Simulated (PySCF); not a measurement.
PySCF input file for Si(Cl)2(F)(OSiH3) (Cl₂FH₃OSi₂), SMILES F[Si](Cl)(Cl)O[SiH3], TDDFT-PBE0/def2-SVPD. Coordinates come from a PBE-D3(BJ)/def2-SVP optimisation. The structure was generated by enumeration, and PubChem lists no compound with its InChIKey, so it may never have been made. The values are those of a single conformer.

```python
import numpy as np
from pyscf import gto, scf, dft, tdscf

mol = gto.M(
    atom='''
    F     1.47471566   -0.59056960    1.37770016
    Si    0.50399286    0.08015942    0.26968806
    Cl    0.90030945   -0.80591740   -1.54185601
    Cl    0.92094135    2.08019088    0.19293046
    O    -1.05455053   -0.16465691    0.69749557
    Si   -2.44994114   -0.91360608    0.09743954
    H    -2.21641203   -2.39039141   -0.03358325
    H    -2.79835747   -0.33014230   -1.24105839
    H    -3.53925509   -0.64148024    1.08732360
    ''',
    basis='def2-SVPD',
    charge=0,
    spin=0,
    max_memory=1600,
    verbose=4,
)
mf = dft.RKS(mol, xc='pbe0').density_fit(auxbasis='def2-universal-jkfit')
mf.grids.level = 3
mf.conv_tol = 1e-9
mf.max_cycle = 100
mf.kernel()
mf.grids = dft.Grids(mol).set(level=1).build(with_non0tab=True)  # coarser grid for the response kernel
td = tdscf.TDDFT(mf)
td.singlet = True
td.nstates = 10
td.conv_tol = 1e-4
td.positive_eig_threshold = 1e-6
td.kernel(x0=td.get_init_guess(mf, 15))
td.analyze()
tt = tdscf.TDA(mf)
tt.singlet = False
tt.nstates = 4
tt.conv_tol = 1e-4
tt.positive_eig_threshold = 1e-6
tt.kernel(x0=tt.get_init_guess(mf, 9))
tt.analyze(verbose=3)
```

Log of the run:

```
PySCF version 2.14.0

[INPUT] verbose = 4
[INPUT] num. atoms = 9
[INPUT] num. electrons = 82
[INPUT] charge = 0
[INPUT] spin (= nelec alpha-beta = 2S) = 0
[INPUT] symmetry False subgroup None
[INPUT] Mole.unit = angstrom
[INPUT] Symbol           X                Y                Z      unit          X                Y                Z       unit  Magmom
[INPUT]  1 F      1.474715660000  -0.590569600000   1.377700160000 AA    2.786808709007  -1.116014801494   2.603475984169 Bohr   0.0
[INPUT]  2 Si     0.503992860000   0.080159420000   0.269688060000 AA    0.952408474136   0.151479350104   0.509636572465 Bohr   0.0
[INPUT]  3 Cl     0.900309450000  -0.805917400000  -1.541856010000 AA    1.701338287858  -1.522963165022  -2.913685582415 Bohr   0.0
[INPUT]  4 Cl     0.920941350000   2.080190880000   0.192930460000 AA    1.740326928287   3.930991050018   0.364585730486 Bohr   0.0
[INPUT]  5 O     -1.054550530000  -0.164656910000   0.697495570000 AA   -1.992811686215  -0.311156464417   1.318075600397 Bohr   0.0
[INPUT]  6 Si    -2.449941140000  -0.913606080000   0.097439540000 AA   -4.629717775905  -1.726465276937   0.184134044304 Bohr   0.0
[INPUT]  7 H     -2.216412030000  -2.390391410000  -0.033583250000 AA   -4.188411715891  -4.517185095413  -0.063463144873 Bohr   0.0
[INPUT]  8 H     -2.798357470000  -0.330142300000  -1.241058390000 AA   -5.288129216931  -0.623878529134  -2.345260461694 Bohr   0.0
[INPUT]  9 H     -3.539255090000  -0.641480240000   1.087323600000 AA   -6.688222805073  -1.212221967920   2.054743812776 Bohr   0.0

nuclear repulsion = 548.822021208671
number of shells = 72
number of NR pGTOs = 270
number of NR cGTOs = 172
basis = def2-SVPD
ecp = {}


******** <class 'pyscf.df.df_jk.DFRKS'> ********
method = DFRKS
initial guess = minao
damping factor = 0
level_shift factor = 0
DIIS = <class 'pyscf.scf.diis.CDIIS'>
diis_start_cycle = 1
diis_space = 8
diis_damp = 0
SCF conv_tol = 1e-09
SCF conv_tol_grad = None
SCF max_cycles = 100
direct_scf = False
XC library pyscf.dft.libxc version 7.1.2
    S. Lehtola, C. Steigemann, M. J. T. Oliveira, and M. A. L. Marques,  SoftwareX 7, 1–5 (2018)
XC functionals = pbe0
    C. Adamo and V. Barone,  J. Chem. Phys. 110, 6158 (1999)
    M. Ernzerhof and G. E. Scuseria,  J. Chem. Phys. 110, 5029 (1999)
radial grids:
    Treutler-Ahlrichs [JCP 102, 346 (1995); DOI:10.1063/1.469408] (M4) radial grids

becke partition: Becke, JCP 88, 2547 (1988); DOI:10.1063/1.454033
pruning grids: <function nwchem_prune>
grids dens level: 3
symmetrized grids: False
atomic radii adjust function: <function treutler_atomic_radii_adjust>
small_rho_cutoff = 0
Set gradient conv threshold to 3.16228e-05
Initial guess from minao.
tot grids = 133888
******** <class 'pyscf.df.df.DF'> ********
auxbasis = def2-universal-jkfit
init E= -1675.5733652861
  HOMO = -0.362196777710374  LUMO = -0.0674274368842349  gap/eV = 8.02108
cycle= 1 E= -1675.07185852451  delta_E= 0.502  |g|= 0.824  |ddm|= 4.13
  HOMO = -0.266781479756319  LUMO = -0.0300302801835124  gap/eV = 6.44233
cycle= 2 E= -1674.86712465587  delta_E= 0.205  |g|= 1.33  |ddm|=  2.6
  HOMO = -0.347947466209561  LUMO = -0.0314651564496033  gap/eV = 8.61192
cycle= 3 E= -1675.19899643598  delta_E= -0.332  |g|= 0.112  |ddm|= 1.47
  HOMO = -0.347765269935921  LUMO = -0.0255863371663558  gap/eV = 8.76694
cycle= 4 E= -1675.20159776159  delta_E= -0.0026  |g|= 0.0491  |ddm|= 0.235
  HOMO = -0.350161765579153  LUMO = -0.0266449402272482  gap/eV = 8.80334
cycle= 5 E= -1675.20211349191  delta_E= -0.000516  |g|= 0.0127  |ddm|= 0.0634
  HOMO = -0.349918013556977  LUMO = -0.0264857967574534  gap/eV = 8.80104
cycle= 6 E= -1675.20214357233  delta_E= -3.01e-05  |g|= 0.00331  |ddm|= 0.0164
  HOMO = -0.349986450917959  LUMO = -0.026458424220408  gap/eV = 8.80365
cycle= 7 E= -1675.20214570178  delta_E= -2.13e-06  |g|= 0.000786  |ddm|= 0.00465
  HOMO = -0.350009589967906  LUMO = -0.0264997806269553  gap/eV = 8.80315
cycle= 8 E= -1675.20214586472  delta_E= -1.63e-07  |g|= 0.000102  |ddm|= 0.00183
  HOMO = -0.350008048457754  LUMO = -0.0264919921524984  gap/eV = 8.80332
cycle= 9 E= -1675.20214586726  delta_E= -2.55e-09  |g|= 2.29e-05  |ddm|= 0.000235
  HOMO = -0.350007670725021  LUMO = -0.0264922361832101  gap/eV = 8.80330
cycle= 10 E= -1675.20214586738  delta_E= -1.21e-10  |g|= 7.55e-06  |ddm|= 5.03e-05
  HOMO = -0.350007538341086  LUMO = -0.0264922884254131  gap/eV = 8.80330
Extra cycle  E= -1675.20214586739  delta_E= -1.36e-12  |g|= 8.69e-06  |ddm|= 2.33e-05
converged SCF energy = -1675.20214586739
tot grids = 43352
Overwritten attributes  positive_eig_threshold  of <class 'pyscf.tdscf.rks.TDDFT'>


******** <class 'pyscf.tdscf.rks.TDDFT'> for <class 'pyscf.df.df_jk.DFRKS'> ********
nstates = 10 singlet
deg_eia_thresh = 1.000e-03
wfnsym = None
conv_tol = 0.0001
eigh lindep = 1e-12
eigh level_shift = 0
eigh max_cycle = 100


Excitation energies (eV)
[7.44570057 7.62296457 7.77717625 7.93309441 8.20004078 8.48203634
 8.52591601 8.60974051 8.70608577 8.83171204]

** Singlet excitation energies and oscillator strengths **
Excited State   1:      7.44570 eV    166.52 nm  f=0.0030
      41 -> 42       -0.68071
      41 -> 43        0.10594
Excited State   2:      7.62296 eV    162.65 nm  f=0.0054
      39 -> 42       -0.15682
      39 -> 43        0.14034
      40 -> 42        0.65810
Excited State   3:      7.77718 eV    159.42 nm  f=0.0269
      39 -> 42        0.64308
      40 -> 42        0.14932
      40 -> 43        0.17714
Excited State   4:      7.93309 eV    156.29 nm  f=0.0003
      38 -> 42        0.61943
      38 -> 43        0.12272
      39 -> 43       -0.13817
      41 -> 43       -0.24146
Excited State   5:      8.20004 eV    151.20 nm  f=0.0482
      37 -> 42       -0.53267
      37 -> 43       -0.11939
      38 -> 42       -0.12085
      40 -> 43       -0.21402
      41 -> 43       -0.32620
Excited State   6:      8.48204 eV    146.17 nm  f=0.0071
      37 -> 42        0.30935
      38 -> 42       -0.21683
      40 -> 43        0.13691
      41 -> 43       -0.53549
Excited State   7:      8.52592 eV    145.42 nm  f=0.0477
      36 -> 42       -0.63239
      36 -> 43       -0.22353
      40 -> 43        0.12279
Excited State   8:      8.60974 eV    144.00 nm  f=0.0055
      36 -> 42        0.12385
      37 -> 42       -0.25365
      39 -> 42       -0.15187
      40 -> 43        0.58874
Excited State   9:      8.70609 eV    142.41 nm  f=0.0032
      37 -> 42        0.11185
      38 -> 42        0.16627
      38 -> 43       -0.16143
      39 -> 43        0.60970
      40 -> 42       -0.12540
Excited State  10:      8.83171 eV    140.39 nm  f=0.0601
      38 -> 43       -0.25384
      40 -> 44        0.11893
      41 -> 44        0.61660

** Transition electric dipole moments (AU) **
state          X           Y           Z        Dip. S.      Osc.
  1        -0.1198     -0.0451      0.0097      0.0165      0.0030
  2         0.1154      0.1246      0.0073      0.0289      0.0054
  3        -0.0084      0.3108      0.2109      0.1411      0.0269
  4         0.0280      0.0256     -0.0186      0.0018      0.0003
  5        -0.4853     -0.0182     -0.0643      0.2400      0.0482
  6         0.1822      0.0289     -0.0088      0.0341      0.0071
  7         0.2690      0.2231     -0.3257      0.2283      0.0477
  8        -0.0306      0.0489      0.1513      0.0262      0.0055
  9        -0.0388      0.1163      0.0112      0.0152      0.0032
 10        -0.0839      0.4718     -0.2190      0.2776      0.0601

** Transition velocity dipole moments (imaginary part, AU) **
state          X           Y           Z        Dip. S.      Osc.
  1        -0.0344     -0.0086      0.0005      0.0013      0.0031
  2         0.0312      0.0344      0.0045      0.0022      0.0052
  3        -0.0012      0.0883      0.0590      0.0113      0.0263
  4         0.0094      0.0054     -0.0060      0.0002      0.0004
  5        -0.1463     -0.0073     -0.0173      0.0217      0.0481
  6         0.0576      0.0088     -0.0046      0.0034      0.0073
  7         0.0859      0.0706     -0.1025      0.0229      0.0487
  8        -0.0070      0.0145      0.0477      0.0025      0.0053
  9        -0.0143      0.0377      0.0048      0.0016      0.0034
 10        -0.0288      0.1609     -0.0748      0.0323      0.0664

** Transition magnetic dipole moments (imaginary part, AU) **
state          X           Y           Z
  1        -0.5600      0.3054      0.7761
  2         0.2526     -0.7597     -0.0131
  3        -0.3540      0.6263     -0.6091
  4         0.1860      0.4827     -0.8674
  5         0.3175     -0.6790     -0.4354
  6         0.1224      0.0590      0.2164
  7         0.0675     -0.2598     -0.1315
  8         0.2800     -0.2219     -0.0398
  9         0.2723      0.3119     -0.1547
 10        -0.0743      0.3228      0.6733
Overwritten attributes  positive_eig_threshold  of <class 'pyscf.tdscf.rks.TDA'>


******** <class 'pyscf.tdscf.rks.TDA'> for <class 'pyscf.df.df_jk.DFRKS'> ********
nstates = 4 triplet
deg_eia_thresh = 1.000e-03
wfnsym = None
conv_tol = 0.0001
eigh lindep = 1e-12
eigh level_shift = 0
eigh max_cycle = 100


Excitation energies (eV)
[7.04319238 7.20069818 7.29851683 7.5031662 ]

** Triplet excitation energies and oscillator strengths **
Excited State   1:      7.04319 eV    176.03 nm  f=0.0000
Excited State   2:      7.20070 eV    172.18 nm  f=0.0000
Excited State   3:      7.29852 eV    169.88 nm  f=0.0000
Excited State   4:      7.50317 eV    165.24 nm  f=0.0000
```

The calculation finished and met its thresholds.

Cost: roughly 9 core-minutes.
